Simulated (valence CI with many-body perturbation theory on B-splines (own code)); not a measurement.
**E1 transitions of Rh VII**

Method: configuration interaction combined with many-body perturbation theory (CI+MBPT): three valence electrons over a frozen Dirac-Fock core [Kr], radial functions for each j: 9 s, 9 p, 10 d, 8 f, 5 g, 3 h, 1 i, with the one-electron correlation potential Σ1 (screened to all orders), the two-electron term Σ2, the three-electron term Σ3, Breit, model QED; selected single and double excitations, second order for the rest, scaled by the run's own slope (own B-spline code, finite nucleus).

No measured levels were compared; by estimate terms of the open shell hold to 2 to 4 % of their energy, and close levels can change places; different configurations can be misplaced against each other by 1,000 to 8,000 cm⁻¹. Core correlation moves these levels by up to 18000 cm⁻¹, and in measured spectra 5 to 20 % of such shifts remained as error; rates that hang on mixing are uncertain with them. The list stops below the first excitations out of the core.

Lines 51 to 100 of 205 in falling wavelength, among levels below 299180 cm⁻¹, chosen from the strongest by gf and those to the six lowest levels. Wavelengths and rates use the calculated energies, so an error of 2000 cm⁻¹ moves a line at 134.8 nm by 2.7 % and its rate by three times that or more. Electric multipoles are in the length gauge, E1 and E2 with the static RPA response of the core. Weak lines are less certain than strong ones. Lines between different terms over intervals too small for the method are left out, as are lines whose strength nearly cancels. The highest levels of a list are the least certain.

Names give the largest LS component (configuration and term), which can be under half, so a name can repeat, a term be missing and a line seem to break the LS rules; names also repeat where a configuration has a term twice. Letters in brackets count levels of one name in rising energy.

| λ vac (nm) | Upper | Lower | A (s⁻¹) | S (a.u.) with core polarisation | S without |
| --- | --- | --- | --- | --- | --- |
| 134.8 | 4d²5p ⁴D°_3/2 | 4d²5s ⁴P_1/2 | 6.64e+07 | 3.21e-01 | 3.97e-01 |
| 134.5 | 4d²5p ²S°_1/2 | 4d²5s ⁴P_3/2 | 3.68e+07 | 8.83e-02 | 1.08e-01 |
| 134.4 | 4d²5p ⁴D°_5/2 | 4d²5s ⁴P_5/2 | 8.74e+07 | 6.28e-01 | 7.75e-01 |
| 132.8 | 4d²5p ²F°_7/2 | 4d²5s ²F_7/2 | 2.20e+08 | 2.03e+00 | 2.48e+00 |
| 132.8 | 4d²5p ²S°_1/2 | 4d²5s ⁴P_1/2 | 1.01e+07 | 2.34e-02 | 2.86e-02 |
| 132.6 | 4d²5p ⁴G°_7/2 | 4d²5s ⁴F_9/2 | 1.09e+07 | 1.00e-01 | 1.23e-01 |
| 130.9 | 4d²5p ⁴F°_9/2 | 4d²5s ²F_7/2 | 4.58e+07 | 5.06e-01 | 6.09e-01 |
| 130.4 | 4d²5p ⁴G°_5/2 | 4d²5s ⁴F_5/2 | 2.88e+08 | 1.89e+00 | 2.31e+00 |
| 129.1 | 4d²5p ²F°_5/2 | 4d²5s ²F_5/2 | 2.95e+08 | 1.88e+00 | 2.29e+00 |
| 128.1 | 4d²5p ²D°_3/2 | 4d²5s ²F_5/2 | 2.27e+08 | 9.40e-01 | 1.15e+00 |
| 127.9 | 4d²5p ⁴G°_5/2 | 4d²5s ⁴F_3/2 | 6.46e+08 | 4.00e+00 | 4.90e+00 |
| 127.4 | 4d²5p ⁴G°_7/2 | 4d²5s ⁴F_7/2 | 4.16e+08 | 3.40e+00 | 4.17e+00 |
| 125.5 | 4d²5p ⁴F°_3/2 | 4d²5s ⁴F_5/2 | 5.43e+08 | 2.12e+00 | 2.60e+00 |
| 125.2 | 4d²5p ⁴F°_5/2 | 4d²5s ⁴F_7/2 | 5.89e+08 | 3.42e+00 | 4.20e+00 |
| 125.1 | 4d²5p ⁴G°_9/2 | 4d²5s ⁴F_9/2 | 5.53e+08 | 5.35e+00 | 6.56e+00 |
| 125.0 | 4d²5p ²F°_7/2 | 4d²5s ²F_5/2 | 6.51e+07 | 5.02e-01 | 6.05e-01 |
| 124.4 | 4d²5p ⁴D°_3/2 | 4d²5s ²F_5/2 | 3.29e+08 | 1.25e+00 | 1.53e+00 |
| 123.8 | 4d²5p ⁴F°_7/2 | 4d²5s ⁴F_9/2 | 5.18e+08 | 3.88e+00 | 4.77e+00 |
| 123.4 | 4d²5p ⁴G°_7/2 | 4d²5s ⁴F_5/2 | 5.64e+08 | 4.18e+00 | 5.11e+00 |
| 123.2 | 4d²5p ⁴F°_3/2 | 4d²5s ⁴F_3/2 | 4.61e+08 | 1.70e+00 | 2.09e+00 |
| 123.0 | 4d²5p ⁴D°_5/2 | 4d²5s ²F_5/2 | 1.92e+08 | 1.06e+00 | 1.29e+00 |
| 121.2 | 4d²5p ⁴F°_5/2 | 4d²5s ⁴F_5/2 | 2.51e+08 | 1.32e+00 | 1.62e+00 |
| 120.5 | 4d²5p ⁴G°_9/2 | 4d²5s ⁴F_7/2 | 4.95e+08 | 4.28e+00 | 5.22e+00 |
| 120.5 | 4d²5p ²F°_7/2 | 4d²5s ⁴F_9/2 | 2.37e+08 | 1.63e+00 | 2.00e+00 |
| 119.3 | 4d²5p ⁴F°_7/2 | 4d²5s ⁴F_7/2 | 3.14e+08 | 2.11e+00 | 2.59e+00 |
| 119.0 | 4d²5p ⁴F°_5/2 | 4d²5s ⁴F_3/2 | 3.51e+07 | 1.75e-01 | 2.15e-01 |
| 118.8 | 4d²5p ⁴F°_9/2 | 4d²5s ⁴F_9/2 | 4.66e+08 | 3.86e+00 | 4.73e+00 |
| 116.2 | 4d²5p ²F°_7/2 | 4d²5s ⁴F_7/2 | 2.75e+08 | 1.70e+00 | 2.09e+00 |
| 116.2 | 4d²5p ²F°_5/2 | 4d²5s ⁴F_5/2 | 3.88e+08 | 1.80e+00 | 2.20e+00 |
| 115.9 | 4d²5p ⁴G°_11/2 | 4d²5s ⁴F_9/2 | 1.45e+09 | 1.34e+01 | 1.63e+01 |
| 115.8 | 4d²5p ⁴F°_7/2 | 4d²5s ⁴F_5/2 | 3.08e+08 | 1.88e+00 | 2.30e+00 |
| 115.3 | 4d²5p ²D°_3/2 | 4d²5s ⁴F_5/2 | 1.79e+08 | 5.43e-01 | 6.64e-01 |
| 114.7 | 4d²5p ⁴F°_9/2 | 4d²5s ⁴F_7/2 | 9.21e+08 | 6.86e+00 | 8.36e+00 |
| 114.5 | 4d²5p ⁴D°_5/2 | 4d²5s ⁴F_7/2 | 5.43e+08 | 2.41e+00 | 2.95e+00 |
| 114.2 | 4d²5p ²F°_5/2 | 4d²5s ⁴F_3/2 | 5.60e+08 | 2.47e+00 | 3.01e+00 |
| 113.3 | 4d²5p ²D°_3/2 | 4d²5s ⁴F_3/2 | 9.22e+08 | 2.65e+00 | 3.24e+00 |
| 113.2 | 4d²5p ⁴D°_1/2 | 4d²5s ⁴F_3/2 | 1.16e+09 | 1.66e+00 | 2.03e+00 |
| 112.8 | 4d²5p ²F°_7/2 | 4d²5s ⁴F_5/2 | 5.00e+08 | 2.83e+00 | 3.45e+00 |
| 112.3 | 4d²5p ⁴D°_3/2 | 4d²5s ⁴F_5/2 | 4.08e+08 | 1.14e+00 | 1.40e+00 |
| 111.2 | 4d²5p ⁴D°_5/2 | 4d²5s ⁴F_5/2 | 3.90e+08 | 1.59e+00 | 1.94e+00 |
| 110.4 | 4d²5p ⁴D°_3/2 | 4d²5s ⁴F_3/2 | 3.06e+07 | 8.14e-02 | 9.99e-02 |
| 109.3 | 4d²5p ⁴D°_5/2 | 4d²5s ⁴F_3/2 | 1.24e+07 | 4.79e-02 | 5.88e-02 |
| 109.1 | 4d²5p ²S°_1/2 | 4d²5s ⁴F_3/2 | 4.26e+07 | 5.46e-02 | 6.67e-02 |
| 43.82 | 4d²5p ⁴F°_3/2 | 4d³ ²D_3/2 [b] | 5.68e+07 | 9.44e-03 | 1.07e-02 |
| 43.20 | 4d²5p ⁴F°_5/2 | 4d³ ²D_5/2 [b] | 3.97e+07 | 9.47e-03 | 1.07e-02 |
| 42.51 | 4d²5p ²D°_3/2 | 4d³ ²D_3/2 [b] | 3.95e+07 | 5.99e-03 | 6.72e-03 |
| 42.48 | 4d²5p ⁴F°_7/2 | 4d³ ²D_5/2 [b] | 2.32e+07 | 7.03e-03 | 7.84e-03 |
| 42.08 | 4d²5p ²F°_7/2 | 4d³ ²D_5/2 [b] | 8.73e+07 | 2.57e-02 | 2.85e-02 |
| 40.63 | 4d²5p ⁴G°_5/2 | 4d³ ²F_5/2 | 1.10e+08 | 2.18e-02 | 2.53e-02 |
| 40.15 | 4d²5p ⁴F°_3/2 | 4d³ ²F_5/2 | 4.38e+07 | 5.59e-03 | 6.47e-03 |
